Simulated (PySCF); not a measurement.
Magnetisability: `C=C/C(=N\N)C(F)(F)F`, C₄H₅F₃N₂

Geometry (Å), atoms numbered from 1 in this order:
```xyz
14

C    -0.0927    1.9713   -0.7314
C    -0.5755    0.7513   -0.5129
C     0.1281   -0.3380    0.1410
N    -0.2987   -1.5205    0.4049
N    -1.4830   -1.9796    0.0771
C     1.5464   -0.1038    0.5982
F     1.6350    0.8798    1.5174
F     2.3641    0.2637   -0.4081
F     2.0972   -1.1854    1.1535
H    -0.6883    2.7190   -1.2265
H     0.8959    2.2720   -0.4338
H    -1.5799    0.5169   -0.8430
H    -2.2326   -1.3858   -0.2603
H    -1.7167   -2.8613    0.5016
```

Method: PySCF 2.14.0, GIAO CAM-B3LYP/pcSseg-1 magnetisability, rotational g tensor and spin-rotation constants, non-relativistic, gas phase. Geometry: GFN2-xTB.

What are the magnetisability and the molar susceptibility?

Isotropic -1057 × 10⁻³⁰ J/T², or -63.7 × 10⁻⁶ cm³/mol; principal values -1261, -965, -945 × 10⁻³⁰ J/T², anisotropy 307 × 10⁻³⁰ J/T² (root of half the summed squared differences of the principal values). The susceptibility is in cgs units.

Split it along the inertial axes a, b, c into diamagnetic and paramagnetic parts about the centre of mass, with the quadrupole moment.


```tsv
axis	χ (10⁻⁶ cm³/mol)	diamagnetic (10⁻⁶ cm³/mol)	paramagnetic (10⁻⁶ cm³/mol)	summed x² of all electrons (Å²)	quadrupole Θ (D Å)
a	-57.5	-646.8	589.3	162.6	+11.97
b	-57.5	-826.3	768.7	120.3	-1.33
c	-76.0	-1200.0	1124.0	32.2	-10.64
```
Anisotropies 2χaa − χbb − χcc = +18.5 and 2χbb − χaa − χcc = +18.3 × 10⁻⁶ cm³/mol. Θ is traceless in Buckingham's convention.

And the rotational g tensor?


| axis | rotational constant (GHz) | g | nuclear part | electronic part |
| --- | --- | --- | --- | --- |
| a | 2.0691 | -0.0324 | 0.5404 | -0.5728 |
| b | 1.5232 | -0.0182 | 0.5319 | -0.5501 |
| c | 1.0352 | -0.0008 | 0.5459 | -0.5467 |

Asymmetric top; isotopes 12C, 19F, 1H, 14N; no vibrational averaging.
